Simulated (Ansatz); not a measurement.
A search over several starts for the lowest SCF solution of CH₆CdSi⁻, that is CdMe(SiH3) with one electron more at the given spin, in a small basis.

```yaml
crystal:
  periodic: [false, false, false]
  atoms:
    - {symbol: Cd, position_ang: [0.010620, 0.007950, 0.229516]}
    - {symbol: C, position_ang: [-0.003224, -0.018797, 2.355766]}
    - {symbol: H, position_ang: [-1.012359, -0.215910, 2.723557]}
    - {symbol: H, position_ang: [0.330168, 0.941494, 2.754569]}
    - {symbol: H, position_ang: [0.661434, -0.799939, 2.730543]}
    - {symbol: Si, position_ang: [0.007569, 0.022318, -2.275271]}
    - {symbol: H, position_ang: [1.330908, 0.394628, -2.852393]}
    - {symbol: H, position_ang: [-0.986251, 0.984579, -2.832080]}
    - {symbol: H, position_ang: [-0.338875, -1.316332, -2.834217]}
basis:
  gaussian: {orbitals: def2-SVP}
total_charge: -1
magnetization: {spin_polarized: true, initial_magnetization: 1}
hamiltonian: {xc: pbe0, dispersion: d4}
output: {orbitals: {seedname: orbitals}}
```

```sh
$ ansatz run in.yaml --threads 4 --pin off --events-out ev --progress --plain --max-ram 3916MiB
```

Output, abridged:

```
Functional definition: PBE0
954 factors; integrals over basis functions are off by at most 1.1e-3 eV
mean field evaluation 1: about -13563.1865 eV, gradient 2.3e1 eV
mean field evaluation 2: about -13559.4735 eV, gradient 3.6e1 eV
mean field evaluation 4: about -13566.9667 eV, gradient 2.2e0 eV
mean field evaluation 8: about -13567.2346 eV, gradient 2.1e-1 eV
mean field evaluation 16: about -13567.2350 eV, gradient 1.4e-3 eV
mean field evaluation 32: about -13567.2350 eV, gradient 6.6e-4 eV
mean field evaluation 64: about -13567.0496 eV, gradient 1.4e0 eV
mean field -13567.23503690 eV, -498.5866914038 hartree, gradient 4.9e-6 eV, S^2 0.753505; 5 other end points of the search recorded, 0 dependent functions left out
reference -13567.23507299 eV, -498.5866927301 hartree; 24, 23 occupied and 69, 70 virtual orbitals, 954 factors
Total energy: -13567.39654932 eV, -498.5926268760 hartree
```

Run time 13 s (4 threads of Arm Neoverse V2 on a shared host).

In the def2 sets Cd takes a core potential; there is no spin–orbit coupling. The highest occupied level of the charge -1 doublet lies above zero (up to 2.20 eV). By energy differences it is unbound by 0.54 eV (vertical, against the charge 0 singlet, at PBE0-D4/def2-TZVPD) and held by the finite basis.
